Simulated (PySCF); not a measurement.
An unknown shows these calculated signals:

1H NMR (500 MHz, computed): δ 5.36 (m, 2H), 5.20 (m, 2H), 5.19 (s, 1H), 3.99 (sept, 1H), 1.19 (d, 6H), 0.47 (br s, 2H), 0.42 (br s, 1H).

13C{1H} NMR (computed): δ 67.5 (CH), 27.3 (CH3).

PySCF 2.14 calculation with PBE0/pcSseg-1 with gauge-including orbitals and PBE0-D3(BJ)/def2-SVP geometry; fast rotation and ring inversion assumed for equivalent nuclei, non-relativistic, in vacuum, single conformer.

Chemical shifts δ = σref − σ; 1H and 13C vs TMS, all at this level.

Which of these does the molecule contain: an NH or NH2 group, a non-aromatic C=C double bond, a nitrile, a (CH3)2CH unit, a Si–H bond, an S-methyl group?

Results:


- An NH or NH2 group: yes (δH 0.47 (br s)).
- A non-aromatic C=C double bond: no.
- A nitrile: no.
- A (CH3)2CH unit: yes (δC 27.3, 67.5; δH 1.19 (d), 3.99 (sept)).
- A Si–H bond: yes (δH 5.19 (s)).
- An S-methyl group: no.

The data belong to `CC(C)O[SiH]1N[SiH2]N[SiH2]N1`, C3H15N3OSi3; they needn't prove each group on their own.

Carbon signals by region: 1 at 50–100 ppm, 1 below 50 ppm.

OH and NH positions are those of a molecule without intermolecular hydrogen bonds; in solution they move with solvent, concentration and temperature, and exchange usually removes their couplings. Shifts are as computed. Against solution values, carbons near 30 ppm lie about +2 ppm off and those near 130 ppm about +5 ppm. Of 1211 compounds with measured shifts, 218 miss one by over three times the rms of a fit or turn the order of signals round; such compounds aren't used in these exercises. No couplings were computed; multiplicities are counted from neighbouring protons, with m where these are inequivalent, close in shift, in a saturated or five-membered ring or joined by F or P, and br s for small geminal =CH2 splittings.
